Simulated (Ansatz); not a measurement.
B₂H₃Cl₃⁻, that is diborane tri Cl with one electron more. Charge -1, multiplicity 2. Geometry r2SCAN-D4/def2-SVP, that of the neutral singlet; atoms count from 1.

Cartesian coordinates in Å:
```
B 0.300 -0.569 0.589
Cl 0.779 -0.074 2.223
Cl 0.414 -2.259 0.086
H 0.919 0.250 -0.298
B -0.309 0.679 -0.562
Cl -0.799 0.226 -2.204
H -0.368 1.812 -0.175
H -0.935 -0.065 0.341
```

The highest occupied level of the charge -1 doublet lies above zero (up to 1.90 eV). By energy differences it is unbound by 0.17 eV (vertical, against the charge 0 singlet, at PBE0-D4/def2-TZVPD) and held by the finite basis.

(1) Estimate the Mulliken populations from the PBE0/def2-TZVPD orbitals of Ansatz.

(2) Where does the spin sit?

(3) And the Mayer bond orders between heavy atoms (over 0.3)?

## Answers

(1) 
| atom | charge (e) | spin (α − β) |
| --- | --- | --- |
| B1 | 0.35 | 0.47 |
| Cl2 | -0.49 | 0.07 |
| Cl3 | -0.47 | 0.05 |
| H4 | 0.14 | -0.03 |
| B5 | -0.20 | 0.50 |
| Cl6 | -0.44 | 0.04 |
| H7 | -0.03 | -0.07 |
| H8 | 0.14 | -0.03 |
Mulliken values depend strongly on the basis. With diffuse functions, as here, like atoms can get unlike values, and bond orders can come out too low or too high.

(2) Summed by element: B 0.98, Cl 0.16, H -0.13, of 1 unpaired in all. Largest on single atoms: B5 0.50, B1 0.47, Cl2 0.07.

(3) B1–Cl3 0.69 (1.77 Å); B1–B5 1.00 (1.80 Å); Cl2–B5 0.59 (3.08 Å); B5–Cl6 0.56 (1.77 Å).
